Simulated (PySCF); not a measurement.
C₃H₆OSi.
SMILES with atom numbers: `[CH2:1]=[CH:2][SiH2:3][CH:4]=[O:5]` (hydrogens: H6, H7 on C1; H8 on C2; H9, H10 on Si3; H11 on C4)

A GFN2-xTB structure was refined with PBE0-D3(BJ)/def2-SVP geometry optimisation, gas phase (PySCF 2.14.0). Its GFN2-xTB values:

```tsv
coordinate	GFN2-xTB
C1=C2	1.325 Å
C1–H6	1.078 Å
C1–H7	1.080 Å
C2–Si3	1.883 Å
C2–H8	1.085 Å
Si3–C4	1.924 Å
Si3–H9	1.466 Å
C4=O5	1.204 Å
C4–H11	1.114 Å
C1–C2–Si3	125.1°
C2–Si3–C4	105.7°
Si3–C4–O5	124.4°
C1–C2–Si3–C4	118°
C2–Si3–C4–O5	112°
```

Q: How do these coordinates change at the PBE0-D3(BJ)/def2-SVP level?

A: 
```csv
coordinate,PBE0-D3(BJ)/def2-SVP (Å or °),change
Si3–H9,1.496,+0.030
C1–H6,1.096,+0.018
C1–H7,1.096,+0.016
C2–Si3,1.867,-0.016
C4–H11,1.129,+0.015
C1=C2,1.339,+0.014
C2–H8,1.098,+0.013
Si3–C4,1.936,+0.012
C4=O5,1.205,+0.001
C2–Si3–C4,107.7,+2.0
C1–C2–Si3,123.7,-1.4
Si3–C4–O5,123.1,-1.3
C2–Si3–C4–O5,108,-4
C1–C2–Si3–C4,113,-5
```

The energy falls by 1.3 kcal/mol over 6 energy and gradient evaluations, the largest force component goes from 0.0138 to 3.5e-04 Eh/bohr, and the atoms move by 0.057 Å rms after alignment. Among the bonds, Si3–H9 and Si3–H10 change most and about equally (+0.030 Å). Bonds longer at the end by more than 0.005 Å: 8 of 10; shorter: 1. Rotational constants go from 10539, 1905, 1765 to 10364, 1904, 1776 MHz.

The run used 104 basis functions and 43 SCF cycles in all.

Not checked by PBE0-D3(BJ)/def2-SVP frequencies. The numbers are those of one conformer.

Conformer computed: `[CH2:1]=[CH:2][SiH2:3][CH:4]=[O:5]`: C1–C2–Si3–C4 113°, C2–Si3–C4–O5 108°.
